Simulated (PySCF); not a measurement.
**Peak assignment**

Bonds (- single, = double, # triple, : aromatic): C1-Si2, Si2-C3, C3-Si4, Si4-C5, C5-C6, C6-F7, C6-F8, C5-Si2. C1 carries H9, H10, H11; Si2 carries H12; C3 carries H13, H14; Si4 carries H15, H16; C5 carries H17; C6 carries H18. Stereochemistry as in C[Si@@H]1C[SiH2][C@H]1C(F)F. H14, H15 are cis to C1 on the ring; H13, H16 are trans to C1 on the ring.

PySCF 2.14.0 with density-fitted response routines calculation with σ from GIAO-PBE0/pcSseg-1 and geometry from GFN2-xTB; single conformer, one averaged value for each set of equivalent atoms, no solvent, non-relativistic Hamiltonian.

Chemical shifts δ = σref − σ; $^{13}$C and $^{1}$H against TMS, all at this level.

Task: Assign these signals to the numbered atoms. $^{13}$C{$^{1}$H} NMR (computed): δ 123.7 (CH), 30.4 (CH), -1.2 (CH3), -3.2 (CH2).

Result: 
123.7 → C6, sp3 CH bonded to 2 F: 2 electronegative neighbours deshield it
30.4 → C5, sp3 CH bonded to 2 Si
-1.2 → C1, methyl carbon bonded to Si: an electropositive neighbour leaves it electron-rich and shielded
-3.2 → C3, sp3 CH2 bonded to 2 Si: an electropositive neighbour leaves it electron-rich and shielded

C1 and C3 lie closer than the usual error of such a calculation, so a measured spectrum could show them in the other order.

Task: Assign these signals to the numbered atoms. $^{1}$H NMR (600 MHz, computed): δ 6.51 (m, 1H), 5.09 (m, 1H), 5.09 (m, 1H), 4.76 (m, 1H), 1.44 (m, 1H), 0.74 (m, 1H), 0.37 (d, 3H), 0.31 (m, 1H).

Result: 
| δ (ppm) | atoms | environment | reason |
| --- | --- | --- | --- |
| 6.51 | H18 | hydrogen on an sp3 CH bonded to 2 F | its carbon carries F, hence the downfield position |
| 5.09 | H16 | hydrogen on a silicon bonded to 2 C, in a 4-membered ring | – |
| 5.09 | H12 | hydrogen on a silicon bonded to 3 C, in a 4-membered ring | – |
| 4.76 | H15 | hydrogen on a silicon bonded to 2 C, in a 4-membered ring | – |
| 1.44 | H17 | hydrogen on an sp3 CH bonded to 2 Si | – |
| 0.74 | H13 | hydrogen on an sp3 CH2 bonded to 2 Si | an electropositive neighbour shields it, as in TMS itself |
| 0.37 | H9/H10/H11 | hydrogen on a methyl carbon bonded to Si | an electropositive neighbour shields it, as in TMS itself |
| 0.31 | H14 | hydrogen on an sp3 CH2 bonded to 2 Si | an electropositive neighbour shields it, as in TMS itself |

H16 and H12; H9/H10/H11 and H14 lie closer than the usual error of such a calculation, so a measured spectrum could show them in the other order.

Splittings by $^{19}$F in the carbon and heteronuclear signals aren't shown, as no couplings were computed. Shifts are as computed. Against solution values, carbons near 30 ppm lie about +3 ppm off and those near 130 ppm about +5 ppm. Of 1211 compounds with measured shifts, 218 miss one by over three times the rms of a fit or turn the order of signals round; such compounds aren't used in these exercises. No couplings were computed; multiplicities are counted from neighbouring protons, with m where these are inequivalent, close in shift, in a saturated or five-membered ring or joined by F or P, and br s for small geminal =CH2 splittings.
